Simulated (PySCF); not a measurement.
C3H4Cl2OSi: full NMR table

```
Formula                               : C3H4Cl2OSi
SMILES                                : O=C(Cl)/C([SiH3])=C\Cl
InChI                                 : InChI=1S/C3H4Cl2OSi/c4-1-2(7)3(5)6/h1H,7H3/b2-1+
Point group of the computed structure : C1
Degrees of unsaturation               : 2
Carbon signals                        : 3
Proton signals                        : 2
```

Molfile (atoms numbered from 1):
```
C3H4Cl2OSi
     RDKit          3D

 11 10  0  0  0  0  0  0  0  0999 V2000
    1.5854    2.0127    0.5589 O   0  0  0  0  0  0  0  0  0  0  0  0
    0.5793    1.4389    0.2967 C   0  0  0  0  0  0  0  0  0  0  0  0
   -0.9243    2.3810    0.1002 Cl  0  0  0  0  0  0  0  0  0  0  0  0
    0.3220    0.0288    0.0868 C   0  0  0  0  0  0  0  0  0  0  0  0
   -1.4070   -0.5023   -0.4914 Si  0  0  0  0  0  4  0  0  0  0  0  0
    1.2864   -0.8749    0.3077 C   0  0  0  0  0  0  0  0  0  0  0  0
    2.8614   -0.5444    0.8552 Cl  0  0  0  0  0  0  0  0  0  0  0  0
   -1.7143    0.1564   -1.7554 H   0  0  0  0  0  0  0  0  0  0  0  0
   -2.3764   -0.2152    0.5597 H   0  0  0  0  0  0  0  0  0  0  0  0
   -1.3080   -1.9507   -0.6932 H   0  0  0  0  0  0  0  0  0  0  0  0
    1.1011   -1.9277    0.1488 H   0  0  0  0  0  0  0  0  0  0  0  0
  1  2  2  0
  2  3  1  0
  2  4  1  0
  4  5  1  0
  4  6  2  0
  6  7  1  0
  5  8  1  0
  5  9  1  0
  5 10  1  0
  6 11  1  0
M  END
```

[PySCF 2.14: shieldings: GIAO PBE0/pcSseg-1; structure optimised with GFN2-xTB; one computed conformer; gas phase; no relativistic terms; rapidly exchanging positions averaged]

Chemical shifts δ = σref − σ; TMS for 1H (31.72 ppm), 13C (186.93 ppm), 29Si (349.16 ppm); 17O (336.08 ppm) against H2O, all at this level.

| carbon | δC, type | δH (multiplicity) | HMBC from (2–3 bonds) | span of the C tensor (ppm) |
| --- | --- | --- | --- | --- |
| C2 | 170.7, C | – | H11, H8/H9/H10 | 171 |
| C4 | 139.1, C | – | H11, H8/H9/H10 | 171 |
| C6 | 161.9, CH | 7.31 (s) | H8/H9/H10 | 204 |

Other nuclei:
| atoms | nucleus | environment | δ (ppm) | σ (ppm) |
| --- | --- | --- | --- | --- |
| H8/H9/H10 | 1H | hydrogen on a silicon bonded to C | 4.47 | 27.25 |
| Si5 | 29Si | silicon bonded to C, 3 H | -71.8 | 421.0 |
| O1 | 17O | carbonyl oxygen | 581.7 | -245.7 |

Carbon types of the structure: 2 × C, 1 × CH, leaving 3 H on heteroatoms. δC 170.7: carbonyl carbon. δC 161.9: β carbon of a C=C–C=O unit; conjugation with the carbonyl draws π density from the β position. δC 139.1: α carbon of a C=C–C=O unit; an sp2 carbon of a C=C bond. δH 7.31: hydrogen on a β carbon of a C=C–C=O unit; olefinic region. δH 4.47: hydrogen on a silicon bonded to C.

Carbons that carry Cl, above all several Cl atoms, come out too deshielded, partly because spin–orbit coupling is missing. Shifts are as computed. Against solution values, carbons near 30 ppm lie about +3 ppm off and those near 130 ppm about +5 ppm; carbons on Cl a further +6 ppm. Of 1211 compounds with measured shifts, 218 miss one by over three times the rms of a fit or turn the order of signals round; such compounds aren't used in these exercises. Unscaled 17O shifts of doubly bonded oxygen tend to come out too high, by tens of ppm or more. Experimental scales use liquid or dissolved standards, which lie at an offset from isolated H2O (liquid H2O: subtract about 36 ppm). Multiplicities follow the n + 1 count of equivalent neighbours, as no J values were calculated; m marks all less simple cases, F and P coupling included.
